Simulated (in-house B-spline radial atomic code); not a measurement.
## Ionising Ru II (Ru+) with different functionals

Computed with an all-electron radial atomic-structure program (B-spline basis): scalar-relativistic (spin-free X2C) Hamiltonian, Fermi nucleus of rms radius 4.4809 fm, spin-polarised at highest spin, spherical fractional occupations for the functionals, and exact exchange of hybrids averaged over the configuration. The ionisation energy is the difference of two self-consistent energies, [Kr] 4d7 → [Kr] 4d6, without Breit or QED terms; ε is the level of the shell that loses the electron (its least bound occupied spin orbital). There is no spin-orbit coupling in this Hamiltonian.

| method | rung | ΔSCF (eV) | -ε(4d) (eV) |
| --- | --- | --- | --- |
| PBE0 | global hybrid | 16.42 | 12.80 |
| B3LYP | global hybrid | 16.72 | 12.71 |
| TPSSh | global hybrid | 16.38 | 11.74 |
| BHandHLYP | global hybrid | 16.20 | 14.24 |
| r2SCAN0 | global hybrid | 16.10 | 12.55 |
| B97-1 | global hybrid | 16.65 | 12.67 |
| HSE06 | range-separated hybrid | 16.43 | 12.39 |
| wB97X | range-separated hybrid | 16.56 | 15.49 |
| CAM-B3LYP | range-separated hybrid | 16.64 | 14.44 |
| LC-wPBE | range-separated hybrid | 16.38 | 15.64 |

Question: Among the functionals, which spreads more, the ΔSCF values or the orbital energies?

Answer: The orbital energies: ΔSCF values span about 0.62 eV and the orbital energies 3.90 eV; here energy differences depend much less on the functional than eigenvalues do.

Question: How do they compare with the NIST value?

Answer: NIST lists 16.76 eV ± 0.06 (semi-empirical, ground level to ground level). Errors run from -0.66 to -0.04 eV; B3LYP is closest (-0.04 eV), but part of that can be cancellation, since the calculations leave out spin-orbit coupling, Breit-QED terms, multiplet and fine-structure energies.
